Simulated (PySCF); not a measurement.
Gas-phase reaction: SnH₂Cl₂ + H₂ → SnH₄ + Cl₂

Computed with PySCF and rigid-rotor harmonic-oscillator thermochemistry at 1 bar. † marks an energy on the PBE0/def2-TZVP geometry and frequencies. MP2 and CCSD(T) freeze the core. All species are closed-shell singlets. Sn: scalar-relativistic def2 core potential, no spin-orbit coupling. SnH₂Cl₂: computed as isolated molecules; such fragments, hydroxides, amides, oligomers or adducts are transient or little studied in the gas. MP2 isn't extrapolated to the basis-set limit; its ΔH°(298 K) is 355.7 kJ in def2-SVP and 349.2 kJ in def2-TZVPP. CCSD(T) isn't extrapolated to the basis-set limit; its ΔH°(298 K) is 331.8 kJ in def2-SVP and 326.2 kJ in def2-TZVPP. The harmonic model lacks anharmonicity and excited electronic states, which grow with temperature; levels with a mode under 35 cm⁻¹ are left out. Soft modes under 120 cm⁻¹ make the harmonic entropy rough for SnH₂Cl₂.

```json
[
 {"level": "CCSD(T)/def2-SVP†", "ΔE electronic, kJ": "333", "ΔH°(298 K), kJ": "332", "ΔS°(298 K), J/K": "6", "ΔG°(1000 K), kJ": "332"},
 {"level": "M06-2X/def2-TZVP†", "ΔE electronic, kJ": "360", "ΔH°(298 K), kJ": "360", "ΔS°(298 K), J/K": "6", "ΔG°(1000 K), kJ": "360"},
 {"level": "MP2/def2-SVP†", "ΔE electronic, kJ": "357", "ΔH°(298 K), kJ": "356", "ΔS°(298 K), J/K": "6", "ΔG°(1000 K), kJ": "356"},
 {"level": "PBE0/def2-SVP†", "ΔE electronic, kJ": "332", "ΔH°(298 K), kJ": "331", "ΔS°(298 K), J/K": "6", "ΔG°(1000 K), kJ": "331"},
 {"level": "r2SCAN/def2-TZVP†", "ΔE electronic, kJ": "339", "ΔH°(298 K), kJ": "338", "ΔS°(298 K), J/K": "6", "ΔG°(1000 K), kJ": "338"},
 {"level": "ωB97M-V/def2-TZVP†", "ΔE electronic, kJ": "328", "ΔH°(298 K), kJ": "327", "ΔS°(298 K), J/K": "6", "ΔG°(1000 K), kJ": "327"}
]
```
ΔH° is lowest at ωB97M-V/def2-TZVP† and highest at M06-2X/def2-TZVP†. No reference value is set beside these.
